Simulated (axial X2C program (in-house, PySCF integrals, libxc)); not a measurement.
## Worked dissociation energy of Br₂⁺: PBE0, with spin–orbit coupling

Calculated with an in-house all-electron X2C program for linear molecules (integrals from PySCF). Two-component (2c) means X2C with spin–orbit coupling and atomic mean-field two-electron Coulomb and Gaunt terms. Basis: Br dyall-cv3z [8s9p6d4f1g] (cores contracted in-house); Gaussian nuclei, density fitting, unrestricted open shells. Masses: Br 78.918 u.

Molecular state: Ω = 3/2 (⟨Sz⟩ = 0.50, ⟨Lz⟩ = 1.00 at PBE0).

| Item | Value |
| --- | --- |
| E(Br+) (2M_J = 4) | -2604.679358 hartree |
| E(Br) (2M_J = 3) | -2605.111283 hartree |
| E(Br₂⁺) at Re | -5209.920572 hartree |
| ωe | 382.4 cm⁻¹ |
| ωexe | 0.936 cm⁻¹ |

(1) Work out De and D0.

One determinant describes the state; a PBE0 search over occupations chose it and may have missed a lower one. De is counted from the lowest determinant-based energies of the atoms at the same level, without counterpoise correction. Density functionals use the spin component along the axis (collinear). Without a current term, density functionals place determinants with orbital angular momentum somewhat too high.

Each atomic determinant is the lowest at this level and need not be a pure J level. Totals compare only within one Hamiltonian and basis.

Answers

(1) De = -2604.679358 + (-2605.111283) − (-5209.920572) = 0.12993 hartree = 3.536 eV. The zero-point energy is ωe/2 − ωexe/4 = 191 cm⁻¹ = 0.024 eV, so D0 = 3.512 eV.
